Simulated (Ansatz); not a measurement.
`[Cl][In]([Cl])[Br]` + NH₃ → `[NH2][In]([Cl])[Cl]` + HBr at 400 K and 1 bar (ligand exchange at the In–Br bond).

Calculated with Ansatz (gas phase, PBE0-D4/def2-TZVP geometries, no zero-point term in ΔE). CCSD(T)/CBS is the MP2 limit (def2-TZVPP, def2-QZVPP) plus CCSD(T) − MP2 in def2-TZVPP, frozen cores. This one scheme is used for every species. Elements past krypton have def2 core potentials. For Br, In outer-core shells are correlated without core-valence functions, which leaves a few kJ/mol of doubt a bond. Scalar relativity is left out up to krypton. Each species was taken in one conformer, which may not be the lowest.

```tsv
species	CCSD(T)/CBS energy (Eh)	H − E (kJ/mol)	S (J/(mol·K))
`[Cl][In]([Cl])[Br]`	-3682.84497	34.6	384.6
NH₃	-56.50880	104.2	203.1
`[NH2][In]([Cl])[Cl]`	-1165.39137	101.2	384.8
HBr	-2573.91920	27.6	207.2
```

H − E and S are ideal-gas, rigid-rotor, harmonic terms from PBE0-D4/def2-TZVP, for one conformer and one mirror image of each species. 1 Eh = 2625.50 kJ/mol, R = 8.31446 J/(mol·K).

Question: By hand: ΔE, ΔH, ΔS and ΔG.

Answer: ΔE = (-1165.39137) + (-2573.91920) − (-3682.84497) − (-56.50880) = 0.04320 Eh = 113.4 kJ/mol. Δ(H − E) = 101.2 + 27.6 − 34.6 − 104.2 = -10.0, so ΔH = 103.4 kJ/mol. ΔS = 384.8 + 207.2 − 384.6 − 203.1 = 4.3 J/(mol·K). ΔG = 103.4 − 400 × (4.3)/1000 = 101.7 kJ/mol.

Question: By hand: the equilibrium constant, and the temperature at which ΔG would vanish if ΔH and ΔS stayed fixed.

Answer: log₁₀ K = −ΔG/(RT ln 10) = -13.3. ΔG = 0 at ΔH/ΔS = 24047 K, far beyond where these terms or the molecules hold.

The number of gas molecules stays the same, so ΔS is small and ΔH decides. A doubt of 5 kJ/mol in ΔE shifts log₁₀ K by 0.7 here. Other conformers and mirror images would add mixing entropy, several J/(mol·K) or more a flexible species. These are equilibria of isolated gas molecules and say nothing of rates. Largest T1 diagnostic: 0.013 (customary marks: 0.02 for closed shells, 0.045 for open ones).
